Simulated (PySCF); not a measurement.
## A survey of ¹⁷O NMR shifts

PySCF calculation with coordinates at the GFN2-xTB level and shielding tensors at PBE0/pcSseg-1 (GIAO); gas phase, single conformer, non-relativistic, fast rotation and ring inversion assumed for equivalent nuclei.

Shieldings were converted by a linear fit to measured shifts: ¹⁷O (scatter 10.7 ppm rms, 12.2 ppm with the 3 outliers that the fit left out vs liquid water, solution or neat liquid). A few per cent of atoms miss by over 2 rms, more outside the fitted compound classes.

**Question.** Give the ¹⁷O shifts of `O=COCC(=S)[C@H]1CC[SiH2]1`, `C=C(C)[C@@]1([SiH3])C[C@H]1C(C)=O`, `CO[SiH2]c1ccc(OC)s1`, `CC(=S)C[C@H]1OCC(=O)[SiH2]1`, `CO[Si@H]1CC[P@@H](=S)CC1`, `O=C(CCF)O[SiH3]`.

**Answer.** 
| compound | environment | δ (ppm) |
| --- | --- | --- |
| [O:1]=[CH:2][O:3][CH2:4][C:5](=[S:6])[C@H:7]1[CH2:8][CH2:9][SiH2:10]1 | O1: ester carbonyl oxygen | 371.4 |
| [O:1]=[CH:2][O:3][CH2:4][C:5](=[S:6])[C@H:7]1[CH2:8][CH2:9][SiH2:10]1 | O3: ester alkoxy oxygen | 156.5 |
| C=C(C)[C@@]1([SiH3])C[C@H]1C(C)=O | ketone oxygen | 559.6 |
| [CH3:1][O:2][SiH2:3][c:4]1[cH:5][cH:6][c:7]([O:8][CH3:9])[s:10]1 | O8: ether oxygen | 65.2 |
| [CH3:1][O:2][SiH2:3][c:4]1[cH:5][cH:6][c:7]([O:8][CH3:9])[s:10]1 | O2: oxygen bonded to C, Si | -42.9 |
| [CH3:1][C:2](=[S:3])[CH2:4][C@H:5]1[O:6][CH2:7][C:8](=[O:9])[SiH2:10]1 | O9: carbonyl oxygen | 749.8 |
| [CH3:1][C:2](=[S:3])[CH2:4][C@H:5]1[O:6][CH2:7][C:8](=[O:9])[SiH2:10]1 | O6: ether oxygen | 1.4 |
| CO[Si@H]1CC[P@@H](=S)CC1 | oxygen bonded to C, Si | -37.6 |
| [O:1]=[C:2]([CH2:3][CH2:4][F:5])[O:6][SiH3:7] | O1: carbonyl oxygen | 372.7 |
| [O:1]=[C:2]([CH2:3][CH2:4][F:5])[O:6][SiH3:7] | O6: oxygen bonded to C, Si | 130.8 |
